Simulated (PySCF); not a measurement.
## Orbital picture of TlBr

r²SCAN at R = 2.676 Å; basis Tl cc-pVDZ-PP with ECP60, Br cc-pVDZ-PP with ECP10; scalar-relativistic core potentials; PySCF 2.14. State: ¹Σ⁺ (singlet), closed shell. Only the outer orbitals are listed, counted within each symmetry, core potentials removing the inner ones.

```tsv
orbital	occ.	ε (eV)	on Tl (%)	main shells (%)
8σ	2	-10.57	84	84 Tl s, 14 Br p
9σ	2	-6.45	31	69 Br p, 17 Tl p, 13 Tl s
5π	2	-6.39	5	94 Br p
5π	2	-6.39	5	94 Br p
6π	0	-2.25	96	95 Tl p
6π	0	-2.25	96	95 Tl p
10σ	0	-0.37	90	85 Tl p, 11 Br p
```

**Question.** Which are the highest filled and the lowest empty level, where do they sit, and how wide is the gap?

**Answer.** Highest filled 5π at -6.39 eV (in %: 94 Br p); lowest empty 6π at -2.25 eV (in %: 95 Tl p); the gap at r²SCAN is 4.14 eV.

```
bond order (Mayer)                               : 0.96
⟨S²⟩                                             : 0.000
charge on Tl (Mulliken, basis-dependent)         : 0.44
charge on Tl (Löwdin, basis-dependent)           : 0.34
dipole moment (positive dipole means Tl(−)Br(+)) : -4.61 D
```

These are scalar-relativistic numbers at best; spin–orbit coupling would shift them, the dissociation energy most.
